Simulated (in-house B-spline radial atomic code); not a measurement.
RPA and G0W0 for S VI (S5+), [Ne] 3s1, highest spin, as one setting changes: the highest l of the empty states. Start: PBE0. A dash marks a level of low quasi-particle weight. Computed with an all-electron radial atomic-structure program (B-spline basis): all electrons, non-relativistic, point nucleus, each spin shell either full or empty, empty states to the listed l with an (l + 1/2)⁻⁴ tail; G0W0 by contour deformation at full frequency.

| highest l of the empty states | RPA summed (Eh) | RPA extrapolated (Eh) | G0W0 level (eV) |
| --- | --- | --- | --- |
| 3 | -0.58439 | -0.64634 | 3s up -88.91 |
| 4 | -0.61875 | -0.65559 | 3s up -88.90 |
| 5 | -0.63229 | -0.65116 | 3s up -88.90 |
| 6 | ? | ? | ? |
| 7 | -0.64205 | -0.64896 | 3s up -88.90 |
| 8 | -0.644 | -0.64861 | 3s up -88.90 |
| 9 | -0.64519 | -0.64841 | 3s up -88.90 |
| 10 | ? | ? | ? |
| 11 | -0.64647 | -0.64819 | 3s up -88.90 |

Task: What belongs in the row for 10?

Result: RPA summed (Eh): -0.64595; RPA extrapolated (Eh): -0.64828; G0W0 level (eV): 3s up -88.90.

Task: What belongs in the row for 6?

Result: RPA summed (Eh): -0.63867; RPA extrapolated (Eh): -0.64962; G0W0 level (eV): 3s up -88.90.
